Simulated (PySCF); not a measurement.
# Reading the logs of faulty runs: BGeH5NSi

These are calculations, not measurements. The program is PySCF 2.14.0, an open-source quantum chemistry code, run on an isolated molecule that a program drew, which may never have been made. The molecule is BGeH5NSi (charge 0, doublet), drawn as the SMILES string `N=[B][GeH2][SiH2]`.

Each row is a Hartree-Fock (HF) and frozen-core CCSD(T) single point in the cc-pV(D+d)Z basis, meant for a local HF minimum. Run 1 is clean. Each other run has one planted mistake out of seven kinds, and not every kind appears here: one electron removed, one electron added, multiplicity raised by two, geometry at a saddle point, minimal basis STO-3G, one bond length entered in bohr, all coordinates scaled. The reference is restricted for singlets and unrestricted otherwise, and also for a bond in bohr. Adding or removing an electron swaps singlet and doublet. Electrons count all cores. HOMO and LUMO are orbital energies over both spins, the gradient is its largest component, and the lowest frequency (negative if imaginary) is given only where the gradient is small. Bond lengths are over the 8 bonds as drawn. T1 is the CCSD diagnostic: over 0.02 (restricted) or 0.045 (unrestricted) a single reference is doubtful. Germanium has the cc-pVDZ-PP basis, with a core potential (ECP10MDF) in place of its 10 inner electrons, and its 3s, 3p and 3d shells are frozen in CCSD(T).

Geometry of the clean run:
```xyz
9
BGeH5NSi, angstrom
N    -2.2581    0.5577    0.7063
B    -1.0700    0.2903    0.8684
Ge    0.9219   -0.1576    1.0920
Si    2.0201   -0.4194   -1.0289
H    -3.2119    0.7722    0.5821
H     1.0461   -1.4550    1.8955
H     1.5929    0.9708    1.8798
H     1.9800    0.8225   -1.8378
H     1.4616   -1.5469   -1.8131
```

| run | electrons | basis functions | <S^2> | HOMO (eV) | LUMO (eV) | gradient (hartree/bohr) | lowest frequency (cm^-1) | mean bond (Å) | longest bond (Å) | T1 | HF (hartree) | CCSD(T) (hartree) | mistake |
|---|---|---|---|---|---|---|---|---|---|---|---|---|---|
| 1 | 63 | 99 | 0.757 | -8.93 | 0.89 | 2.6e-05 | 84 | 1.5873 | 2.403 | 0.0166 | -664.33713 | -664.82491 | no fault |
| 2 | 63 | 99 | 0.757 | -8.81 | 1.07 | 8.5e-02 | - | 1.5158 | 2.295 | 0.0153 | -664.31659 | -664.79685 | all coordinates scaled |
| 3 | 63 | 99 | 3.784 | -5.19 | 0.23 | 2.4e-01 | - | 1.5873 | 2.403 | 0.0167 | -664.15489 | -664.59829 | multiplicity raised by two |
| 4 | 63 | 99 | 2.674 | -7.99 | 1.01 | 4.5e-02 | - | 1.7239 | 2.403 | 0.0347 | -664.09710 | -664.51243 | ? |

**Which mistake was planted in run 4, and what did it cost?**

The mean bond changes by a factor of 1.086 and the longest by 1.000, so the molecule wasn't scaled as a whole. A length L in bohr read as angstrom grows by (1/0.5292 - 1) L = 0.890 L. The 8 bonds together grew by 8 x 0.1366 = 1.093 Å, which gives L = 1.228 Å. That is bond N1-B2, 1.229 Å in the clean geometry. So the mistake is: one bond length entered in bohr. Subtracting run 1 and multiplying by 627.51 kcal/mol a hartree, the energy moved by 150.6 kcal/mol in HF and 196.1 kcal/mol in CCSD(T).

